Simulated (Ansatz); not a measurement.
VBr2(PH3)2 (VP2H6Br2). The state is a quartet with charge 0. Geometry r2SCAN-D4/def2-SVP, basis def2-TZVP, Ansatz.

| run | HOMO (eV) | LUMO (eV) |
| --- | --- | --- |
| A | -8.24 | 0.00 |
| B | -5.92 | -2.00 |
| C | -7.39 | -0.98 |
| D | -4.69 | -2.98 |
| E | -4.27 | -3.32 |

HOMO and LUMO are taken over both spins.

The runs used BHLYP, PBE, PBE0, r2SCAN, ωB97X-V. Estimate which is which.

A ωB97X-V (range-separated); B PBE0 (25 % exact exchange); C BHLYP (50 % exact exchange); D r2SCAN (0 % exact exchange); E PBE (0 % exact exchange). Exact exchange lowers occupied and raises empty levels; among semilocal functionals meta-GGAs tend to open the gap a little, and such runs are hard to tell apart. The gap grows from 0.95 eV (PBE) to 8.23 eV (ωB97X-V).
